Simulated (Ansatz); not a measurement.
`[OH][In][F]`, charge 0, multiplicity 2.

(1) Give a relaxed structure at PBE0-D4/def2-TZVP (the Gaussian-basis code of Ansatz). (Best estimate.)

Answers

(1) Computed: 
Z-matrix (Å, degrees):
```
O
In 1 2.005
H 1 0.962 2 112.6
F 2 1.960 1 114.8 3 -180.0
```
Point group Cs.
